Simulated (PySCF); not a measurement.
PySCF 2.14 output of an unrestricted PBE calculation on a single atom or ion in jorge-DZP-DKH (4s2p1d, 15 functions), with the spin-free X2C one-electron Hamiltonian (Gaussian nucleus):

```
SCF conv_tol = 1e-09
number electrons alpha = 4  beta = 2
    J. P. Perdew, K. Burke, and M. Ernzerhof.,  Phys. Rev. Lett. 77, 3865 (1996)
    J. P. Perdew, K. Burke, and M. Ernzerhof.,  Phys. Rev. Lett. 78, 1396 (1997)
    J. P. Perdew, K. Burke, and M. Ernzerhof.,  Phys. Rev. Lett. 77, 3865 (1996)
    J. P. Perdew, K. Burke, and M. Ernzerhof.,  Phys. Rev. Lett. 78, 1396 (1997)
cycle= 1 E= -37.8066309564955  delta_E= -0.00269  |g|= 0.00641  |ddm|= 0.0624
cycle= 2 E= -37.8066568735963  delta_E= -2.59e-05  |g|= 0.00132  |ddm|= 0.00834
cycle= 3 E= -37.8066577323423  delta_E= -8.59e-07  |g|= 0.000815  |ddm|= 0.00354
cycle= 4 E= -37.8066582274543  delta_E= -4.95e-07  |g|= 2.42e-05  |ddm|= 0.0014
cycle= 5 E= -37.8066582276254  delta_E= -1.71e-10  |g|= 8.44e-07  |ddm|= 1.45e-05
converged SCF energy = -37.8066582276254  <S^2> = 2.0018332  2S+1 = 3.0012219
```

The run itself started from symmetry-adapted Hartree-Fock orbitals and held the occupation by maximum overlap, on a logarithmic radial grid, so the iterations belong to that start.

Which element, charge and spin multiplicity is this?

C (carbon, neutral), multiplicity 3; the state was [He] 2s2 2p2, high-spin 3P determinant.
